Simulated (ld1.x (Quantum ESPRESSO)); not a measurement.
Pseudopotential generation for Ga (Z = 31): TM, PBE, scalar-relativistic.

Input for ld1.x (Quantum ESPRESSO) 7.5:

```
&input
   title='Ga', zed=31., rel=1, dft='PBE', iswitch=3,
   config='[Ar] 3d10 4s2 4p0.5 4d-2',
   nld=3, rlderiv=1.85, eminld=-3.0, emaxld=5.0, deld=0.02
 /
 &inputp
   pseudotype=2, tm=.true., lloc=-1, rcloc=1.25,
   nlcc=.true., new_core_ps=.true., rcore=0.95,
   file_pseudopw='Ga.UPF', file_wfcaegen='ae.wfc', file_wfcncgen='nc.wfc', file_beta='beta', file_chi='chi'
 /
3
4S  1  0   2.00   0.00  1.30  1.30  0.0
4P  2  1   0.50   0.00  1.70  1.70  0.0
4D  3  2  -2.00   0.35  1.70  1.70  0.0
 &test
   configts(1)='4s2 4p0.5'
 /
```

Command:

```bash
ld1.x < Ga.in > Ga.out
```

Output (shortened: banner, matrices, multipoles, cross overlaps and the repeated all-electron block are left out):

```
Program LD1 v.7.5
     --------------------------- All-electron run ----------------------------

     Ga
     scalar relativistic calculation

     atomic number is 31.00
     dft =PBE   lsd =0 sic =0 latt =0  beta=0.20 tr2=1.0E-14
     Exchange-correlation= PBE
                           (   1   4   3   4   0   0   0)
     mesh =1205 r(mesh) = 101.09016 a.u. xmin = -7.00 dx = 0.01250
     1 Ry =  13.60569312 eV, c = 137.03599908

     n l     nl                  e(Ry)          e(Ha)          e(eV)
     1 0     1S 1( 2.00)      -752.1721      -376.0860    -10233.8225
     2 0     2S 1( 2.00)       -93.0609       -46.5305     -1266.1581
     2 1     2P 1( 6.00)       -81.0450       -40.5225     -1102.6729
     3 0     3S 1( 2.00)       -11.1691        -5.5845      -151.9629
     3 1     3P 1( 6.00)        -7.5482        -3.7741      -102.6979
     3 2     3D 1(10.00)        -1.6896        -0.8448       -22.9888
     4 0     4S 1( 2.00)        -0.9134        -0.4567       -12.4272
     4 1     4P 1( 0.50)        -0.4132        -0.2066        -5.6219

     final scf error:  5.8E-15 reached in  29 iterations

     Etot =   -3887.729917 Ry,   -1943.864958 Ha,  -52895.260192 eV

     Ekin =    3953.845768 Ry,    1976.922884 Ha,   53794.812178 eV
     Encl =   -9360.492638 Ry,   -4680.246319 Ha, -127355.990318 eV
     Eh   =    1669.688649 Ry,     834.844325 Ha,   22717.271373 eV
     Exc  =    -150.771696 Ry,     -75.385848 Ha,   -2051.353425 eV

     normalization and overlap integrals

     s(1S/1S) =  1.000000  <r> =   0.0486  <r2> =    0.0032  r(max) =   0.0319
     s(2S/2S) =  1.000000  <r> =   0.2178  <r2> =    0.0560  r(max) =   0.1833
     s(2P/2P) =  1.000000  <r> =   0.1907  <r2> =    0.0446  r(max) =   0.1464
     s(3S/3S) =  1.000000  <r> =   0.6518  <r2> =    0.4907  r(max) =   0.5647
     s(3P/3P) =  1.000000  <r> =   0.6792  <r2> =    0.5442  r(max) =   0.5647
     s(3D/3D) =  1.000000  <r> =   0.8094  <r2> =    0.8589  r(max) =   0.5305
     s(4S/4S) =  1.000000  <r> =   2.2812  <r2> =    6.0200  r(max) =   1.8748
     s(4P/4P) =  1.000000  <r> =   3.0942  <r2> =   11.3185  r(max) =   2.4073

     ------------------------ End of All-electron run ------------------------

     --------------------- Generating NC pseudopotential ---------------------

      Generating local potential from pseudized AE potential:
      Matching radius rcloc =   1.2500

      Local pseudo, rcloc= 1.241 Estimated cut-off energy=    15.88 Ry

      Computing core charge for nlcc:

       r > 0.95 : true rho core
      Core charge pseudized with two Bessel functions
      Integrated core pseudo-charge :  19.06

      Wfc   4S  rcut= 1.305  Using Troullier-Martins method

      Wfc   4P  rcut= 1.718  Using Troullier-Martins method

      Wfc   4D  rcut= 1.718  Using Troullier-Martins method

     ------------------- End of pseudopotential generation -------------------

     Computing logarithmic derivative in   1.84003
     Computing logarithmic derivative in   1.84003
     Computing the partial wave expansion
     R is outside the sphere for l=    0 j= 0.00
     R is outside the sphere for l=    1 j= 0.00
     R is outside the sphere for l=    2 j= 0.00

     ---------------------- Testing the pseudopotential ----------------------

     Ga
     scalar relativistic calculation

     atomic number is 31.00   valence charge is  3.00
     dft =PBE   lsd =0 sic =0 latt =0  beta=0.20 tr2=1.0E-14
     mesh =1205 r(mesh) = 101.09016 xmin = -7.00 dx = 0.01250

     n l     nl             e AE (Ry)        e PS (Ry)    De AE-PS (Ry)
     1 0     4S   1( 2.00)       -0.91338       -0.91338       -0.00001
     2 1     4P   1( 0.50)       -0.41320       -0.41320       -0.00000

     eps = 9.6E-17  iter =  4

     Etot =   -3887.729917 Ry,   -1943.864958 Ha,  -52895.260192 eV
     Etotps =   -52.424010 Ry,     -26.212005 Ha,    -713.264998 eV

     Ekin =       1.409406 Ry,       0.704703 Ha,      19.175947 eV
     Encl =      -7.787979 Ry,      -3.893990 Ha,    -105.960856 eV
     Ehrt =       2.321603 Ry,       1.160801 Ha,      31.587016 eV
     Ecxc =     -49.919818 Ry,     -24.959909 Ha,    -679.193723 eV
     (Ecc =     -48.255050 Ry,     -24.127525 Ha,    -656.543401 eV)
     Epseu=       1.552778 Ry,       0.776389 Ha,      21.126618 eV

     ---------------------- End of pseudopotential test ----------------------
```

Note: ghost states, extra bound levels that the all-electron valence spectrum of the same l lacks: d at -105.0 eV, s at -25.9 eV. A true bound ghost makes a file unfit for plane-wave use.

Generation and configuration tests took about 2 s on one core of a shared server CPU.
